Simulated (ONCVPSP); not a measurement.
**Configuration tests for rubidium (ONCV)**

```json
{"Element": "Rb (Z = 37)", "Generator": "ONCVPSP 4.0.1", "Type": "optimised norm-conserving Vanderbilt (ONCV)", "Functional": "LDA (Perdew-Zunger)", "Relativity": "scalar-relativistic", "Frozen core": "[Ar] 3d10", "Valence charge": "9", "Reference configuration": "4s2 4p6 5p1", "Partial waves": "4s: rc 2.35 bohr, ncon 3, nbas 7, qcut 4.7 1/bohr, 1 projector; 4p+5p: rc 2.50 bohr, ncon 4, nbas 9, qcut 6 1/bohr, 2 projectors; d scattering state at 0.37 Ha: rc 2.25 bohr, ncon 3, nbas 7, qcut 3.9 1/bohr, 2 projectors, debl 0.9 Ha", "Local potential": "polynomial inside 1.90 bohr (lpopt 5, dvloc0 6 Ha)", "Core correction": "Teter function, fcfact 2.75, rcfact 1.25"}
```

Energies are relative to the spin-unpolarised reference configuration 4s2 4p6 5p1; without spin polarisation the order of configurations can differ from experiment.

```csv
valence configuration,charge,ΔE all-electron (eV),error AE − PS (meV)
4s2 4p6 5p0,+1,2.657,-0.1
4s2 4p6 5s0.5 5p0,+0.5,0.039,+19
```

Problem. What are ΔE and the potential's error for 4s2 4p5 5s1 5p0?

Solution. ΔE = 19.618 eV all-electron; the error (AE − PS) is +72 meV.

Problem. What are ΔE and the potential's error for 4s2 4p6 5s1 5p0?

Solution. ΔE = -1.620 eV all-electron; the error (AE − PS) is +28 meV.
